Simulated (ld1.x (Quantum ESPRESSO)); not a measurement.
Results of a calculation; reference values are marked as such.
# Potentials for Sn compared

Generated with ld1.x 7.5 (TM, RRKJ, ultrasoft, PAW), atompaw 4.2 or ONCVPSP 4.0.1. The cutoff is in Ry: for ld1.x and atompaw files where the sum of valence levels is converged to 10 mRy in a Bessel basis, for ONCV files where the hardest occupied wave has 1 mHa per electron of residual kinetic energy. The error is the largest all-electron minus pseudo excitation energy over each file’s own four to seven test configurations (ionisations up to +4, promotions, holes and added fractions of an electron), all of which were solved. The labels leave out finer settings (local radius, basis sizes, second energies), which also bear on the numbers. Spin-polarised tests are not counted. The rows are a selection from randomly drawn settings: files with unsolved tests, undetermined cutoffs or missed reference levels are left out.

A true bound ghost makes a file unfit for plane-wave use even where its test errors are small: the radial tests pick states by their node count and pass the ghost by.

| potential | cutoff (Ry) | largest error (meV) | bound ghosts |
| --- | --- | --- | --- |
| RRKJ, PBE, non-relativistic, rc 2.05/2.20 (sp), local smoothed, core correction yes, reference 5s2 5p2 | 30 | -269 | s, d |
| RRKJ, PBE, non-relativistic, rc 2.10/2.80/1.00 (spd), local s, core correction no, reference 4d10 5s2 5p2 | 180 | -360 | none |
| TM, PBE, scalar-relativistic, rc 2.00/2.75 (sp), local smoothed, core correction no, reference 5s2 5p2 | 18 | +135 | none |
| TM semilocal, PBEsol, scalar-relativistic, rc 1.90/2.55/1.65 (spd), local s, core correction yes, reference 4d10 5s2 5p2 | 80 | -164 | none |

Fill in the row for Sn: TM, PW91, fully relativistic, rc 1.75/2.15 (sp), local s, core correction yes, reference 5s2 5p0.

cutoff 25 Ry, largest error -115 meV, bound ghosts: none.

Fill in the row for Sn: TM semilocal, revPBE, scalar-relativistic, rc 2.05/2.65 (sp), local p, core correction no, reference 5s2 5p2.

cutoff 21 Ry, largest error +52 meV, bound ghosts: none.
